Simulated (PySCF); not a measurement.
C₆H₉N.
Cartesian coordinates in Å at the GFN2-xTB level; atoms count from 1:
```
atom  x, y, z in Å
C1    -1.574    1.983    0.687
C2    -1.001    0.934    0.623
C3    -0.323   -0.346    0.516
C4    -1.352   -1.480    0.485
C5     0.559   -0.377   -0.746
C6     1.643    0.644   -0.674
N7     2.844    0.300   -0.779
H8    -2.071    2.904    0.756
H9     0.322   -0.472    1.395
H10   -1.966   -1.457    1.382
H11   -2.003   -1.377   -0.381
H12   -0.848   -2.442    0.431
H13   -0.065   -0.166   -1.619
H14    1.010   -1.363   -0.862
H15    1.291    1.673   -0.512
H16    3.528    1.052   -0.715
```

The calculation used PySCF 2.14.0, density-fitted response routines, TDDFT PBE0/def2-SVPD, vertical, gas phase, core orbitals frozen in the response.

Frontier orbitals with the atoms that hold most of them (Löwdin shares over 4%, at most four atoms; ? is withheld):

| orbital | ε (eV) | atoms |
| --- | --- | --- |
| HOMO-3 | -9.06 | N7 42%, C6 26%, C5 9%, H13 4% |
| HOMO-2 | -8.10 | C1 34%, C2 32%, N7 11%, C3 4% |
| HOMO-1 | -7.96 | ? |
| HOMO | -7.31 | ? |
| LUMO | ? | C6 37%, N7 36%, C5 6%, H15 5% |
| LUMO+1 | 0.64 | C1 18%, C4 13%, C2 13%, C3 9% |
| LUMO+2 | 1.07 | C1 33%, C2 29%, H8 11%, C3 6% |

(1) Give the leading atoms of the HOMO-1.

(2) Give the leading atoms of the HOMO.

(3) What is the LUMO energy, and the HOMO–LUMO gap?

Answers

(1) C1 (bonded to C and H) 40%; C2 (bonded to 2 C) 37%; C3 (bonded to 3 C and H) 8%; H8 (bonded to C) 4%. By element: carbon 85% or more, hydrogen 4% or more.

(2) N7 (bonded to C and H) 50%; C6 (bonded to C, N and H) 13%; H16 (bonded to N) 7%; C1 (bonded to C and H) 7%. By element: nitrogen 50%, carbon 20% or more, hydrogen 7% or more.

(3) ε(LUMO) = -0.13 eV; the gap is 7.18 eV (0.2638 hartree).

Problem. The HOMO–LUMO gap is 7.18 eV. Where does the response calculation put the lowest singlet, and from which orbitals?

Solution. S1 is at 5.19 eV (f = 0.0021), 1.99 eV below the gap, made of HOMO→LUMO (94%). 

Problem. One configuration dominates each of S1 and S3. Which, and how do the shares of the two leading atoms of either orbital change from the occupied to the empty one?

Solution. 
- S1 (5.19 eV, f 0.0021), HOMO→LUMO (94%): N7 50% → 36%, C6 13% → 37%
- S3 (6.78 eV, f 0.012), HOMO-1→LUMO (87%): C1 40% → at most 6%, C2 37% → at most 6%, C6 at most 4% → 37%, N7 at most 4% → 36%

Löwdin shares depend on the basis, the more so with diffuse functions.

On Arm Neoverse N1, one thread, on a shared host, this took 53 s.

One conformer stands for the species.
